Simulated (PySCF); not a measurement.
# Spinor energies of Cs(50+) (caesium, charge +50)

Start: [He] 2s2 2p1; 2p1/2 filled at m_j = +1/2. Calculated with PySCF 2.14 in an even-tempered Gaussian basis (17 s from 30 bohr⁻², ratio 2.4; 12 p from 38 bohr⁻², ratio 2.4; 5 d from 120 bohr⁻², ratio 2.6; 4 f from 190 bohr⁻², ratio 2.6): generalised Hartree-Fock with the X2C-1e Hamiltonian and a Gaussian nucleus; one run each with spin-orbit coupling (SO) switched off, then screened by Boettger's factors.

```tsv
spinor shell	electrons	ε, spin-free (eV)	ε, screened SO (eV)	weight of nominal j (screened SO)	rms radius, screened SO (bohr)
1s1/2	2	-40961.6	-40949.0	1.000	0.0297
2s1/2	2	-9761.2	-9757.4	1.000	0.115
2p1/2	1	-9363.7	-9637.9	1.000	0.0978
```

| quantity | spin-free | screened SO |
| --- | --- | --- |
| E (hartree) | -4206.32027 | -4216.39391 |
| M_J | 1/2 | 1/2 |
| ⟨J²⟩ | 1.109 | 0.750 |
| ⟨L²⟩ | 2.000 | 2.000 |
| ⟨S²⟩ | 0.750 | 0.750 |

Each row is a mean over spinors that exchange with the open shell spreads, by up to 14.909 eV (2s1/2).

Breit and QED terms are absent; they matter most for the inner s and p1/2 levels.

Densities and radii are taken from the X2C orbitals without a picture-change correction, which distorts them close to the nucleus.

Without spin-orbit coupling the j labels of p, d and f shells carry no meaning; the spin-free column gives the mean over the occupied spinors of each nl shell, and its ⟨J²⟩ belongs to a mixture of degenerate components.
